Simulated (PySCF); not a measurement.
Species: C5H3FN2O (charge +1 and doublet state).
Numbering: `[CH3:1][C+:2]=[C:3][c:4]1[n:5][o:6][c:7]([F:8])[n:9]1` (hydrogens: H10, H11, H12 on C1)

Cartesian coordinates in Å at the GFN2-xTB level; atoms count from 1:
```xyz
12
C5H3FN2O angstrom
C     -2.9535   -0.1841    0.3535
C     -1.5651   -0.0377    0.2437
C     -0.3510    0.0993    0.1491
C      1.0278    0.2200    0.0462
N      1.6675    1.3548   -0.1999
O      2.9693    1.0778   -0.2236
C      3.0725   -0.2297    0.0112
F      4.2223   -0.7803    0.0463
N      1.9185   -0.8007    0.1825
H     -3.3494   -0.7189   -0.5213
H     -3.4487    0.7904    0.4198
H     -3.2090   -0.7915    1.2312
```

The hyperfine couplings belong to this conformer and change with its torsions.

The calculation used PySCF 2.14.0, UKS B3LYP, pcH-1 on C F H N O, non-relativistic, mean-field spin-orbit, GIAO. Isolated species at its GFN2-xTB geometry, gas phase. Couplings are sensitive to structure, and on GFN2-xTB geometries they can be far from those on DFT ones, by a factor of two or more for some ions and for spin on atoms past the first row. The SCF solution wasn't tested for stability.

The isotropic 13C couplings are -16.1, -13.4, +10.6, +3.3, -2.5 MHz. Assign them to C1; C2; C3; C4; C7.

| site | a_iso (MHz) | ρ(0) (bohr⁻³) | position | distance from N5 (Å) | spin population | largest \|T\| (MHz) |
| --- | --- | --- | --- | --- | --- | --- |
| C1 | -13.4 | -0.0119 | 1 bond from C2 | 4.90 | -0.01 | 6.5 |
| C2 | +10.6 | +0.0094 | a main spin site | 3.55 | +0.29 | 54.4 |
| C3 | -2.5 | -0.0023 | 1 bond from C2 | 2.40 | +0.19 | 39.8 |
| C4 | -16.1 | -0.0143 | 1 bond from N5 | 1.33 | -0.02 | 3.4 |
| C7 | +3.3 | +0.0029 | 2 bonds from N5 | 2.13 | +0.04 | 8.9 |

The isotropic 14N couplings are +16.5, -2.1 MHz. Assign them to N5; N9.

```json
{"site": "N5", "a_iso (MHz)": "+16.5", "ρ(0) (bohr⁻³)": "+0.0511", "position": "largest spin population", "distance from N5 (Å)": "0.00", "spin population": "+0.42", "largest |T| (MHz)": "43.0"}
{"site": "N9", "a_iso (MHz)": "-2.1", "ρ(0) (bohr⁻³)": "-0.0065", "position": "2 bonds from N5", "distance from N5 (Å)": "2.20", "spin population": "-0.03", "largest |T| (MHz)": "3.1"}
```

ρ(0) is the spin density at the nucleus and T the dipolar tensor; entries for several nuclei are means. Largest spin populations (Mulliken): N5 (+0.42), C2 (+0.29) and C3 (+0.19). Three atoms exceed +0.15. Main spin sites, with 60 % or more of the largest population: C2, N5; positions count bonds from the nearest.

β density exceeds α density at some nuclei, such as C4 (-0.0143), C1 (-0.0119) and N9 (-0.0065), spin density in bohr⁻³. In a single determinant that takes different orbitals for the two spins, that is spin polarisation.

Class means assume fast exchange of nuclei equivalent by connectivity; if that motion is slow, each nucleus keeps its own coupling. The three 1H nuclei of mean +57.5 MHz run from 4.6 to 105.8 MHz in the frozen geometry.

C3, the radical centre as drawn in `C[C+]=[C]c1noc(F)n1`, holds a spin population of +0.19 out of 1.

Hardware: one thread of an Arm Neoverse V2, shared host with 96 logical CPUs at a one-minute load of 42. Cost: 61 s wall (with the writing of density and orbital grids), 0.89 GiB resident at most.
